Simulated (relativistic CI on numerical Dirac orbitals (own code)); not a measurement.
## Yb4+: 4d photoemission

Computed with this model: Dirac-Coulomb-Breit CI, KLI orbitals optimised for each configuration, QED by a radiative potential, valence Slater integrals scaled by 0.8, multiplet model of photoemission in the sudden approximation; configurations [Xe] 4f12 → [Kr] 4d9 4f12 5s2 5p6; 80 K; Lorentzian 1 eV and Gaussian 0.6 eV FWHM. Energies are those of the free ion, without screening or charge transfer. The energies are binding energies and can lie tens of eV above those of solids. S is read from ⟨S²⟩ = S(S + 1).

free ion: ground-state S = 0.99, centroid 254.31 eV. Peaks (eV, height): 243.0 (100), 247.4 (74), 250.6 (42), 252.2 (46), 253.8 (29), 257.4 (75), 261.4 (48), 263.0 (39), 266.4 (43), 268.8 (10), 271.4 (48).

Strongest unbroadened transitions for free ion:

```tsv
Energy (eV)	Relative strength
242.83	100.0
243.38	18.6
243.90	22.8
245.28	17.3
247.38	75.2
250.24	9.9
250.71	28.5
252.25	29.6
252.53	12.4
253.83	14.8
256.16	9.3
257.30	65.5
259.03	14.8
261.32	46.5
263.01	37.3
265.33	10.5
266.47	44.7
271.47	53.7
```
